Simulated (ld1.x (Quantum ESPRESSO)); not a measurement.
**An all-electron radial function and its pseudo partner (hydrogen)**

Columns: radius, all-electron u(r) and pseudo u(r) of the 1s shell (level -6.49 eV) of hydrogen in the configuration 1s1; PBE, scalar-relativistic, PAW scheme, ld1.x (Quantum ESPRESSO) 7.5.

```csv
r (bohr),all-electron,pseudo
0.062,0.1118,0.0802
0.125,0.2114,0.1602
0.188,0.2982,0.2376
0.250,0.3722,0.3098
0.312,0.4361,0.3771
0.375,0.4916,0.4396
0.438,0.5387,0.4956
0.500,0.5776,0.5438
0.562,0.6100,0.5850
0.625,0.6368,0.6198
0.688,0.6583,0.6477
0.750,0.6747,0.6688
0.812,0.6870,0.6844
0.875,0.6957,0.6951
0.938,0.7011,0.7013
1.000,0.7035,0.7040
1.062,0.7033,0.7037
1.125,0.7009,0.7010
1.188,0.6964,0.6965
1.250,0.6903,0.6903
1.312,0.6828,0.6828
1.375,0.6738,0.6738
1.438,0.6637,0.6637
1.500,0.6528,0.6528
1.562,0.6411,0.6411
1.625,0.6286,0.6286
```

Task: How many radial nodes do the two functions have?

Result: The all-electron 1s function has n − l − 1 = 0; the pseudo-wave has 0.

Task: At about which radius was the pseudo-wave matched?

Result: 1.25 bohr. The columns agree to 0.0005 from 0.94 bohr on; several derivatives are matched, so the curves merge somewhat inside the radius.

Task: Is the pseudo-wave norm-conserving?

Result: No, it belongs to a PAW set: the norm inside the radius is not constrained, and the difference is carried by the augmentation charge.
